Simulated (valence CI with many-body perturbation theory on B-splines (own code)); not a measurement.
Forbidden lines of Pm⁵⁵⁺

Computed by relativistic CI+MBPT: four valence electrons over a frozen Dirac-Fock core [He], a basis of 11 s, 11 p, 9 d, 7 f, 5 g, 2 h, 1 i functions for each j, with the one-electron correlation potential Σ1, the two-electron term Σ2, the three-electron term Σ3, Breit, model QED; selected CI, second order for the rest (own B-spline code, finite nucleus).

No measured spectrum was set against this ion. As an estimate, large intervals hold to a few tenths of a per cent, small ones and those within an open d or f shell to about a per cent. Among the levels kept, up to 280 cm⁻¹ of a level comes from second order outside the variational space, and about a tenth of that is noise between levels of different J, which matters for small intervals.

Lines 1 to 50 of 52 in falling wavelength, among levels below 63434 × 10³ cm⁻¹, chosen from the decays that carry over 1 % of a level's rate. Wavelengths and rates use the calculated energies. Electric multipoles are in the length gauge, E1 and E2 with the static RPA response of the core. Weak lines are less certain than strong ones. Lines between different terms over intervals too small for the method are left out, as are lines whose strength nearly cancels. The highest levels of a list are the least certain.

Levels are named by their leading jj configuration (3d3/2^4 stands for four electrons in 3d with j = 3/2), which in mixed levels can hold well under half, so a name can repeat and another be missing. Letters in brackets count levels of one name in rising energy.

| λ vac (Å) | Upper | Lower | Type | A (s⁻¹) | Branch % |
| --- | --- | --- | --- | --- | --- |
| 21.35 | (2s^2 2p1/2 2p3/2) J=1 | (2s^2 2p1/2^2) J=0 | M1 | 1.25e+09 | 100.0 |
| 20.87 | (2s^2 2p3/2 3d5/2) J=4 | (2s^2 2p1/2 3d5/2) J=3 | M1 | 1.00e+09 | 1.6 |
| 20.79 | (2s^2 2p3/2^2) J=2 | (2s^2 2p1/2 2p3/2) J=2 | M1 | 1.01e+09 | 19.4 |
| 20.75 | (2s^2 2p1/2 2p3/2) J=2 | (2s^2 2p1/2^2) J=0 | E2 | 2.85e+06 | 99.6 |
| 20.22 | (2s^2 2p3/2^2) J=2 | (2s^2 2p1/2 2p3/2) J=1 | M1 | 1.01e+09 | 19.6 |
| 18.75 | (2s^2 2p3/2^2) J=0 | (2s^2 2p1/2 2p3/2) J=1 | M1 | 2.42e+09 | 38.2 |
| 2.218 | (2s^2 2p3/2 3d5/2) J=4 | (2s 2p3/2^3) J=2 | E2 | 7.78e+08 | 1.2 |
| 2.032 | (2s^2 2p3/2 3p1/2) J=2 | (2s^2 2p3/2^2) J=0 | E2 | 1.62e+11 | 5.5 |
| 2.026 | (2s^2 2p1/2 3p1/2) J=1 | (2s^2 2p1/2 2p3/2) J=2 | E2 | 4.48e+11 | 36.1 |
| 2.026 | (2s 2p1/2^2 3p1/2) J=0 | (2s 2p1/2^2 2p3/2) J=2 | E2 | 8.74e+11 | 25.0 |
| 2.021 | (2s^2 2p1/2 3p1/2) J=1 | (2s^2 2p1/2 2p3/2) J=1 | E2 | 4.43e+11 | 35.8 |
| 2.019 | (2s^2 2p3/2 3d5/2) J=4 | (2s 2p1/2 2p3/2^2) J=2 [b] | E2 | 9.60e+08 | 1.5 |
| 2.017 | (2s^2 2p3/2 3p1/2) J=1 | (2s^2 2p3/2^2) J=2 | E2 | 4.59e+11 | 12.5 |
| 2.016 | (2s^2 2p3/2 3p1/2) J=2 | (2s^2 2p3/2^2) J=2 | E2 | 6.17e+11 | 20.7 |
| 2.015 | (2s^2 2p1/2 3p1/2) J=0 | (2s^2 2p1/2 2p3/2) J=2 | E2 | 8.62e+11 | 28.0 |
| 1.997 | (2s 2p1/2 2p3/2 3p3/2) J=4 | (2s 2p1/2 2p3/2^2) J=2 [b] | E2 | 2.71e+10 | 2.7 |
| 1.995 | (2s^2 2p3/2 3d5/2) J=4 | (2s 2p1/2 2p3/2^2) J=3 | E2 | 5.08e+09 | 8.1 |
| 1.974 | (2s 2p1/2 2p3/2 3p3/2) J=4 | (2s 2p1/2 2p3/2^2) J=3 | E2 | 2.58e+11 | 25.7 |
| 1.973 | (2s 2p1/2 2p3/2 3p3/2) J=0 [b] | (2s 2p1/2 2p3/2^2) J=2 [b] | E2 | 4.59e+11 | 7.3 |
| 1.971 | (2s^2 2p3/2 3p3/2) J=2 | (2s^2 2p3/2^2) J=0 | E2 | 1.65e+11 | 1.0 |
| 1.970 | (2s 2p1/2 2p3/2 3p3/2) J=1 [d] | (2s 2p1/2 2p3/2^2) J=2 [b] | E2 | 2.64e+11 | 2.0 |
| 1.967 | (2s 2p1/2 2p3/2 3p3/2) J=1 [d] | (2s 2p1/2 2p3/2^2) J=1 [a] | E2 | 2.21e+11 | 1.7 |
| 1.966 | (2s 2p1/2^2 3p3/2) J=2 | (2s 2p1/2^2 2p3/2) J=2 | E2 | 3.03e+11 | 2.5 |
| 1.965 | (2s^2 2p1/2 3p3/2) J=2 | (2s^2 2p1/2 2p3/2) J=2 | E2 | 3.02e+11 | 16.4 |
| 1.964 | (2s^2 2p1/2 3p3/2) J=1 | (2s^2 2p1/2 2p3/2) J=2 | E2 | 2.11e+11 | 3.1 |
| 1.964 | (2s^2 2p3/2 3p3/2) J=3 | (2s^2 2p3/2^2) J=2 | E2 | 3.28e+11 | 4.4 |
| 1.962 | (2s 2p1/2 2p3/2 3p3/2) J=4 | (2s 2p1/2 2p3/2^2) J=2 [a] | E2 | 1.67e+10 | 1.7 |
| 1.960 | (2s^2 2p1/2 3p3/2) J=2 | (2s^2 2p1/2 2p3/2) J=1 | E2 | 1.34e+11 | 7.3 |
| 1.959 | (2s^2 2p1/2 3p3/2) J=1 | (2s^2 2p1/2 2p3/2) J=1 | E2 | 2.01e+11 | 2.9 |
| 1.949 | (2s^2 2p3/2 3p3/2) J=0 | (2s^2 2p3/2^2) J=2 | E2 | 8.57e+11 | 6.2 |
| 1.948 | (2s 2p1/2 2p3/2 3p3/2) J=1 [d] | (2s 2p1/2 2p3/2^2) J=3 | E2 | 1.69e+11 | 1.3 |
| 1.940 | (2s 2p1/2 2p3/2 3d5/2) J=5 | (2s 2p1/2 2p3/2^2) J=3 | M2 | 1.61e+10 | 42.7 |
| 1.940 | (2s 2p1/2 2p3/2 3d5/2) J=5 | (2s 2p1/2 2p3/2^2) J=3 | E3 | 8.16e+08 | 2.2 |
| 1.938 | (2s 2p1/2 2p3/2 3p3/2) J=0 [b] | (2s 2p1/2 2p3/2^2) J=2 [a] | E2 | 1.25e+11 | 2.0 |
| 1.931 | (2s^2 2p3/2 3d5/2) J=4 | (2s^2 2p3/2^2) J=2 | M2 | 1.54e+10 | 24.5 |
| 1.931 | (2s^2 2p3/2 3d5/2) J=4 | (2s^2 2p3/2^2) J=2 | E3 | 1.10e+09 | 1.7 |
| 1.820 | (2s^2 2p3/2 3d5/2) J=4 | (2s 2p1/2^2 2p3/2) J=2 | E2 | 5.33e+09 | 8.5 |
| 1.802 | (2s 2p1/2 2p3/2 3p3/2) J=4 | (2s 2p1/2^2 2p3/2) J=2 | E2 | 4.71e+11 | 46.8 |
| 1.798 | (2s 2p1/2 2p3/2 3p3/2) J=1 [d] | (2s 2p1/2^2 2p3/2) J=1 | E2 | 3.22e+11 | 2.5 |
| 1.795 | (2s^2 2p1/2 3p3/2) J=2 | (2s^2 2p1/2^2) J=0 | E2 | 4.17e+11 | 22.7 |
| 1.794 | (2s^2 2p3/2 3p3/2) J=3 | (2s^2 2p1/2 2p3/2) J=2 | E2 | 2.15e+11 | 2.9 |
| 1.790 | (2s^2 2p3/2 3p3/2) J=3 | (2s^2 2p1/2 2p3/2) J=1 | E2 | 3.01e+11 | 4.1 |
| 1.788 | (2s^2 2p3/2 3p3/2) J=2 | (2s^2 2p1/2 2p3/2) J=2 | E2 | 3.15e+11 | 2.0 |
| 1.782 | (2s^2 2p3/2 3p3/2) J=0 | (2s^2 2p1/2 2p3/2) J=2 | E2 | 4.65e+11 | 3.4 |
| 1.774 | (2s 2p1/2 2p3/2 3d5/2) J=5 | (2s 2p1/2^2 2p3/2) J=2 | E3 | 2.04e+09 | 5.4 |
| 1.767 | (2s^2 2p3/2 3d5/2) J=4 | (2s^2 2p1/2 2p3/2) J=2 | M2 | 7.04e+09 | 11.2 |
| 1.767 | (2s^2 2p3/2 3d5/2) J=4 | (2s^2 2p1/2 2p3/2) J=2 | E3 | 8.38e+08 | 1.3 |
| 1.762 | (2s^2 2p3/2 3d5/2) J=4 | (2s^2 2p1/2 2p3/2) J=1 | E3 | 1.41e+09 | 2.2 |
| 1.734 | (2s 2p1/2 2p3/2 3d3/2) J=4 | (2s^2 2p1/2 2p3/2) J=2 | E2 | 6.70e+11 | 38.3 |
| 1.731 | (2s 2p1/2 2p3/2 3d5/2) J=4 [a] | (2s^2 2p1/2 2p3/2) J=2 | E2 | 5.80e+11 | 3.4 |
